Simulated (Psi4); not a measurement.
Psi4 input (wB97X-D/6-311+G**):

```
memory 1500 MB

molecule {
1 1
B     0.40892500   -0.17844500   -0.23361300
O     1.40812100   -0.53045100   -0.88620600
Cl   -0.90683700    0.37277000    0.54040000
H     2.10664000   -1.20124900   -0.92908100
symmetry c1
no_reorient
no_com
}

set {
  basis 6-311+G**
  reference rks
  scf_type pk
  dft_radial_points 99
  dft_spherical_points 590
  e_convergence 1e-8
  d_convergence 1e-7
  maxiter 150
}

e = energy('wb97x-d')
print_out(f'\nFINAL {e:.10f} DIPOLE {variable("CURRENT DIPOLE")[0]:.6f} {variable("CURRENT DIPOLE")[1]:.6f} {variable("CURRENT DIPOLE")[2]:.6f}\n')
```

From the output:

```
    One-Electron Energy =                -918.3244188574556119
    Two-Electron Energy =                 309.3916019242019502
    DFT Exchange-Correlation Energy =     -29.5994073198486944
    Empirical Dispersion Energy =          -0.0003051117551875
    VV10 Nonlocal Energy =                  0.0000000000000000
    Total Energy =                       -560.6341978809501825

Computation Completed

Properties will be evaluated at   0.000000,   0.000000,   0.000000 [a0]

Properties computed using the SCF density matrix

 Multipole Moments:

 ------------------------------------------------------------------------------------
     Multipole            Electronic (a.u.)      Nuclear  (a.u.)        Total (a.u.)
 ------------------------------------------------------------------------------------

 L = 1.  Multiply by 2.5417464519 to convert [e a0] to [Debye]
 Dipole X            :          1.0634103            0.0000076            1.0634178
 Dipole Y            :         -0.7865687            0.0000151           -0.7865536
 Dipole Z            :         -0.2936606            0.0000113           -0.2936492
 Magnitude           :                                                    1.3549000

 ------------------------------------------------------------------------------------

FINAL -560.6341978810 DIPOLE 1.063418 -0.786554 -0.293649

*** Psi4 exiting successfully. Buy a developer a beer!
```

The dipole moment of an ion depends on the origin.

The geometry given is a B3LYP-D3(BJ)/def2-TZVP minimum.
